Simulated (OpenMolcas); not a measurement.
**Fe3+, Ru3+, Os3+: d⁵ down the group**

* Program: OpenMolcas 26.06
* Method: SS-RASPT2, IPEA 0.25 Eh, imaginary shift 0.1 Eh
* Basis: ANO-RCC-VQZP
* Scalar Hamiltonian: DKH2, point nucleus
* Spin-orbit coupling: RASSI with atomic mean-field integrals over the reference wave functions, term energies averaged over their components

Active space for each ion: 11 electrons in 8 orbitals (RAS1 p, at most 2 holes; RAS2 d); closed shells correlated by CASPT2: Fe3+ 3s; Ru3+ 4s; Os3+ 5s.

Computed levels in cm-1 above ⁶S_5/2:

```json
{"Level": "⁴G_7/2", "Fe3+": "33080", "Ru3+": "23560", "Os3+": "21100"}
{"Level": "⁴G_11/2", "Fe3+": "33090", "Ru3+": "23630", "Os3+": "22130"}
{"Level": "⁴G_9/2", "Fe3+": "33100", "Ru3+": "23700", "Os3+": "22910"}
{"Level": "⁴P_1/2", "Fe3+": "36780", "Ru3+": "27150", "Os3+": "24600"}
{"Level": "⁴D_7/2", "Fe3+": "40100", "Ru3+": "28340", "Os3+": "27190"}
{"Level": "⁴D_1/2", "Fe3+": "40170", "Ru3+": "29180", "Os3+": "30820"}
{"Level": "²I_11/2", "Fe3+": "48090", "Ru3+": "34220", "Os3+": "32140"}
{"Level": "²I_13/2", "Fe3+": "48160", "Ru3+": "34730", "Os3+": "35090"}
{"Level": "²F_7/2(1)", "Fe3+": "53410", "Ru3+": "40210", "Os3+": "44800"}
{"Level": "weight of ⁶S in the lowest level (%)", "Fe3+": "100", "Ru3+": "99", "Os3+": "88"}
```

Mixed levels, with the weight of the term that names them: Ru3+ ⁴P_1/2 (72 %), Ru3+ ⁴D_1/2 (72 %), Ru3+ ²F_7/2(1) (71 %), Os3+ ⁴G_7/2 (68 %), Os3+ ⁴P_1/2 (60 %), Os3+ ⁴D_7/2 (70 %), Os3+ ⁴D_1/2 (65 %), Os3+ ²F_7/2(1) (61 %).

Measured, with the error of the calculation in %. Measured levels: Fe3+ from Corliss and Sugar, J. Phys. Chem. Ref. Data 11, 135 (1982).

```json
{"Level": "⁴G_11/2", "Fe3+": "32246 (+2.6)"}
{"Level": "⁴P_1/2", "Fe3+": "35407 (+3.9)"}
{"Level": "⁴D_7/2", "Fe3+": "38779 (+3.4)"}
{"Level": "⁴D_1/2", "Fe3+": "38897 (+3.3)"}
{"Level": "²F_7/2(1)", "Fe3+": "51394 (+3.9)"}
```

Without spin-orbit coupling ⁴G lies 33080, 23600, 21790 cm-1 above ⁶S in that order; the difference to the level ⁴G_7/2, of either sign, comes from spin-orbit coupling, which also lowers the zero.

CASPT2 does not keep the components of a term degenerate, so their means are used; among the terms shown or strongly mixed into the levels shown the widest spread is 300 cm-1 (5d⁵ ²G(1), Os3+). Active for correlation alone: 3p; no level in the range computed is led by a configuration that opens it, so any true level of that kind is missing (holds for Fe3+). Active for correlation alone: 4p; no level in the range computed is led by a configuration that opens it, so any true level of that kind is missing (holds for Ru3+). Active for correlation alone: 5p; no level in the range computed is led by a configuration that opens it, so any true level of that kind is missing (holds for Os3+). Computed and measured levels are paired by configuration, term and J; levels that our copy of the source lacks, or whose pairing is in doubt (as where it misses far off the trend of its configuration), stay unpaired and out of the deviations. Only configurations of the active space appear.

A number in round brackets counts repeated terms of one configuration in the order of the reference energies.
